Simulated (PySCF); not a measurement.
# Polarisability and C₆ of Sb²⁺ (antimony, charge +2)

[Kr] 4d10 5s2 5p1, 2P determinant. All numbers are calculated (PySCF 2.14, the spin-free X2C one-electron Hamiltonian (Gaussian nucleus), in aug-cc-pVQZ-DK3 (9s8p6d3f2g, 102 functions)). Coupled (time-dependent) response in atomic units; α is the mean over directions.

```
method  mean α (bohr³)         α xx, yy, zz  C₆ (like pair)  S(−4)
 HSE06           15.85  15.63, 16.29, 15.63           97.10  74.84
```

S(−4) is the Cauchy moment in α(ω) = α(0) + S(−4) ω² + …

Spin-orbit coupling is absent.

α(iu) at HSE06:

```
u (hartree)  α(iu) (bohr³)
          0          15.85
     0.0500          15.66
      0.100          15.14
      0.200          13.38
      0.300          11.29
      0.500          7.770
      0.750          5.138
       1.00          3.694
       1.50          2.271
       2.00          1.587
       3.00         0.9226
       5.00         0.4223
```

A single London oscillator, α(iu) = α/(1 + u²/ω²), gives C₆ = (3/4) ω α². Matching the computed C₆ needs ω = 4 × 97.10 / (3 × 15.85²) = 0.515 hartree.

For an ion, C₆ is the dispersion term alone; charge-induced terms of lower order in 1/R come first.

The components differ because the open shell of this determinant is not spherical; for a pure term their mean is the scalar polarisability.
